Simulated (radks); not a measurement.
Numerical settings for the tin ion Sn2+, [Kr] 4d10 5s2. All-electron calculation, scalar-relativistic Kohn-Sham, PBEsol, spin-polarised, spherical densities, point nucleus. Program: a radial shooting solver on a logarithmic mesh with Libxc functionals. The defaults (mesh step 0.008 in ln r, mesh end at 40 bohr or more with all orbitals vanishing there, Anderson mixing 0.5 over 9 steps, residual threshold near 1e-9 with the energy settled to 1e-9 hartree or 1e-11 of itself, here a cap of 67 iterations) give E = -6173.6858 hartree and 5s at -26.161 eV in 14 iterations. Run on one thread of a shared host, so times are rough (Arm Neoverse V2): 0.2 s of CPU time, 0.2 s wall, 14 iterations on 2541 mesh points. Changes against that run (0 stands for a change within the tolerance of the run):

setting                    iterations         converged  E (mhartree)  e(5s) (meV)  CPU (s)
mesh step in ln r 0.003            14               yes             0            0     0.52
mesh step in ln r 0.03             14               yes      +0.00276            0     0.06
mesh step in ln r 0.05             14               yes       +0.0441     -0.00385     0.04
mesh end (bohr) 2                  13  level above zero     +7.58e+03    +7.82e+04     0.16
mesh end (bohr) 5                  14               yes         +12.7         +367     0.19
residual threshold 1e-16           67                no             0            0     0.45
residual threshold 0.001            8               yes      -0.00382        +3.32     0.14
mixing 1.5                         15               yes             0            0     0.21
linear mixing, mixing 1            67                no     +2.15e+04     -8.1e+04      1.9
linear mixing, mixing 0.2          67                no             0            0     0.79
mixing history 20                  20               yes             0            0     0.26
iteration cap 5                     5                no        +0.317         +110     0.09

Settled on a wrong energy, with an occupied level pushed above zero by the early mesh end: mesh end (bohr) 2 (+7.58 hartree). Apart from these: settings that end as converged yet miss the energy by more than 1 mhartree: mesh end (bohr) 5 (+0.0127 hartree). A mesh that ends early acts as a hard wall.
